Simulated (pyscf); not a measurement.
•O–GaH–OH (SMILES [O][GaH][OH]) → [HO–Ga–OH]• (SMILES [OH][Ga][OH]) (hydrogen shift; doublet surface; Ga–H broken, H–O formed). Optimised with ωB97X-D3(BJ)/def2-SVP in PySCF. MP2 and CC: frozen core, UHF for open shells. ΔMP2 is the change of the MP2 total energy from the triple- to the quadruple-zeta basis. Energies in kcal/mol from the reactant's lowest minimum found.

```tsv
level	barrier	reaction energy
ωB97X-D3(BJ)/def2-TZVP	25.8	-34.6
r²SCAN/def2-TZVP	19.9	-36.7
PBE0-D3(BJ)/def2-TZVP	___	-37.5
M06-2X/def2-TZVP	25.9	-40.7
ωB97M-D3(BJ)/def2-TZVP	24.6	-37.3
HF/def2-TZVP	46.8	-20.9
CCSD(T)/def2-TZVPP + ΔMP2(QZVPP)	___	___
```

Problem. What belongs in the gaps?

Solution. 
- PBE0-D3(BJ)/def2-TZVP, barrier: 21.9
- CCSD(T)/def2-TZVPP + ΔMP2(QZVPP), barrier: 23.3
- CCSD(T)/def2-TZVPP + ΔMP2(QZVPP), reaction energy: -38.1

On the reactant side the descent ends in a point that may be a rotor saddle (no frequency run), 1.1 kcal/mol over the lowest minimum found and 24.7 kcal/mol under the saddle at ωB97X-D3(BJ)/def2-TZVP. One saddle was located; it need not be the lowest between these sides. The CCSD(T) − MP2 part came from Ansatz, without density fitting, on the same reference. The frozen core leaves the outer d or s,p core shells of the metals and heavy elements correlated in the MP2 and CC values, and def2-TZVPP describes them poorly, which can shift differences by a few kcal/mol. Elements up to Kr have no core potential and no relativistic terms here.
